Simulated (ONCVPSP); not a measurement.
## Cutoff test, nickel (Ni), ONCV

Ni, optimised norm-conserving Vanderbilt (ONCV), made with ONCVPSP 4.0.1 (PBE, scalar-relativistic). Core [Ne], reference 3s2 3p6 3d8 4s2. Waves: 3s+4s: rc 1.40 bohr, ncon 3, nbas 6, qcut 8.4 1/bohr, 2 projectors; 3p: rc 1.10 bohr, ncon 5, nbas 10, qcut 15.4 1/bohr, 2 projectors, debl 1 Ha; 3d: rc 1.25 bohr, ncon 4, nbas 8, qcut 13.4 1/bohr, 2 projectors, debl 0.8 Ha; f scattering state at 0.36 Ha: rc 1.10 bohr, ncon 4, nbas 8, qcut 10.9 1/bohr, 2 projectors, debl 2 Ha. Local part: polynomial inside 1.00 bohr (lpopt 5, dvloc0 0 Ha). Core correction: polynomial model core, fcfact 0.3.

In the p channel the program set the typed energies aside and used -2.623, 0.250 Ha.

For each optimised wave give the share of its norm inside rc, the residual kinetic energy above qcut (Ha) and the cutoffs (Ha) for errors of 10, 1, 0.1 and 0.01 mHa per electron.

```tsv
wave	norm inside rc	residual KE	10 mHa	1 mHa	0.1 mHa	0.01 mHa
3s	0.976	1.6e-06	11.7	14.9	18.2	29.5
4s	0.060	2.1e-06	8.3	11.9	24.6	31.3
3p	0.854	5.1e-08	30.8	56.2	79.9	94.6
p projector 2	0.043	8.6e-09	23.7	32.6	62.5	84.3
3d	0.743	8.2e-07	56.6	67.3	75.7	82.4
d projector 2	0.064	1.9e-07	46.5	60.1	70.8	79.1
f projector 1	0.000	1.3e-08	0.9	2.0	6.8	19.2
f projector 2	0.021	1.1e-05	16.6	33.4	48.3	60.0
```

The occupied waves need 67 Ha and 80 Ha for 1 and 0.1 mHa. Rows with under 1 % of the norm inside rc give no meaningful cutoff. Its largest configuration-test error is -395 meV.
